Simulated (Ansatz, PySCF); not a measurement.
This PySCF input computes a PBE0/def2-TZVPD energy:

```python
from pyscf import gto, scf, dft

mol = gto.M(
    atom='''
    Si    1.11609041   -0.54084933   -0.01174529
    Si   -0.97938714    0.38169700    0.01853758
    H     1.69172456    0.86455427    0.10069178
    H    -1.37976950    1.79192216   -0.23800389
    H    -2.22580076   -0.42834370    0.04222016
    ''',
    basis='def2-tzvpd',
    charge=0,
    spin=1,
    verbose=4,
)

mf = dft.UKS(mol, xc='pbe0').density_fit(auxbasis='def2-universal-jkfit')
mf.grids.level = 3
mf.conv_tol = 1e-9
mf.max_cycle = 100
mf.max_memory = 1500
mf.kernel()
if not mf.converged:
    mf = mf.newton()
    mf.kernel(mf.make_rdm1())
for _ in range(2):
    mo, _, stable, _ = mf.stability(return_status=True)
    if stable:
        break
    mf.kernel(mf.make_rdm1(mo, mf.mo_occ))
mf.analyze()
```

Question: Write an input for the same energy in Ansatz (a first-principles code) and say what it gives.

Answer: 
Ansatz 0.2 input:
```yaml
crystal:
  periodic: [false, false, false]
  atoms:
    - {symbol: Si, position_ang: [1.11609041, -0.54084933, -0.01174529]}
    - {symbol: Si, position_ang: [-0.97938714, 0.38169700, 0.01853758]}
    - {symbol: H, position_ang: [1.69172456, 0.86455427, 0.10069178]}
    - {symbol: H, position_ang: [-1.37976950, 1.79192216, -0.23800389]}
    - {symbol: H, position_ang: [-2.22580076, -0.42834370, 0.04222016]}
basis:
  gaussian:
    orbitals: def2-TZVPD
hamiltonian:
  xc: {name: PBE0}
magnetization: {spin_polarized: true, initial_magnetization: 1}
output: {forces: true}
```
It gives -580.45389 Eh, and PySCF -580.45395 Eh, a difference of 0.06 mEh, from the treatment of integrals and grids.

It need not be the lowest isomer of its formula.
